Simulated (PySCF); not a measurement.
Se(OH)(NMe2) (C2H7NOSe), SMILES CN([Se]O)C.

Coordinates come from a PBE0-D3(BJ)/def2-SVP optimisation. One conformer was computed; it need not be the lowest.

Two levels are set side by side: PBE/def2-TZVP (PySCF) and HF/def2-TZVP (PySCF). Same geometry, gas phase. Differences are taken from unrounded values.

| quantity | HF | PBE | PBE minus HF |
|---|---|---|---|
| orbital gap (eV) | 12.17 | 3.79 | -8.38 |
| highest occupied level (eV) | -9.24 | -5.13 | 4.11 |
| lowest empty level (eV) | 2.93 | -1.34 | -4.27 |
| dipole moment (D) | 2.19 | 2.13 | -0.06 |
| mean polarisability (bohr³) | 59.3 | 66.3 | 7.0 |

PBE's occupied levels lie high since its potential decays too fast outside the molecule; exact exchange lowers them and widens the gap. PBE's more diffuse valence density responds more strongly to a field. Differences between two approximate levels are no errors against the true value.

Rough cost on one machine, each run with all the roots and properties that it gave: HF against PBE about 1/3.
